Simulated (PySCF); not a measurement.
Ionisation and electron attachment of 3,3-dimethyl-1,4-pentadiene

Parent: 3,3-dimethyl-1,4-pentadiene, `C=CC(C)(C)C=C` (C7H12). Numbering: `[CH2:1]=[CH:2][C:3]([CH3:4])([CH3:5])[CH:6]=[CH2:7]`

Energies: ωB97X-D3(BJ)/ma-def2-TZVP (PySCF, density fitting, integration grid level 2) on PBE0-D3(BJ)/ma-def2-SVP structures. ωB97X-D3(BJ) is ωB97X-V with D3(BJ) in place of VV10. Zero-point and thermal terms (298.15 K, 1 bar) come from unscaled GFN2-xTB harmonic frequencies, with soft modes damped to free rotors in the entropy. These were taken at the GFN2-xTB minima.

Frontier levels of the parent: HOMO -9.75 eV, LUMO 1.01 eV.

Oxidation to the radical cation:
| Quantity | Value |
| --- | --- |
| Vertical ionisation energy (electronic) | 9.54 eV |
| Adiabatic ionisation energy (with zero-point energy) | 8.68 eV |
| Adiabatic, electronic part | 8.81 eV |
| Vertical gap at the product's structure | 7.69 eV |
| Inner reorganisation energy (four-point) | 1848 meV |
| Relaxation of product / of parent | 728 / 1120 meV |
| ⟨S²⟩ of the product | 0.799 |
| Largest spin populations | C7 0.49, C1 0.48 |
| Largest changes of atomic charge | C1 0.18, C7 0.18, C2 0.09, C6 0.09 |
| Distances that move most (Å) | C6–C7 1.334 → 1.376; C1–C2 1.334 → 1.376; C3–C4 1.540 → 1.523; C3–C5 1.533 → 1.518 |
| Potential in dichloromethane | 6.69 V absolute, 1.99 V against Fc+/Fc computed at 4.70 V (solvation -9 → -200 kJ/mol) |

Vertical electron affinity to the radical anion: -0.90 eV. The extra electron is not bound at this structure, the number hangs on the basis, and the ion was not relaxed.

Solvents are IEF-PCM continua (electrostatics only, gas-phase structures); absolute potentials refer to an electron at rest in vacuum. Fc+/Fc in dichloromethane, 4.70 V, is ωB97X-D3(BJ)/ma-def2-TZVP on PBE0-D3(BJ)/def2-SVP structures with GFN2-xTB thermal terms. Benchmark calculations put it near 5.0 V in acetonitrile and DMSO, so it is about 0.3 V low, and the value against it can read up to that much too high.

Measured values (NIST Chemistry WebBook, evaluated or the median of agreeing entries): vertical ionisation energy 9.55 eV (computed 9.54, difference -0.01).
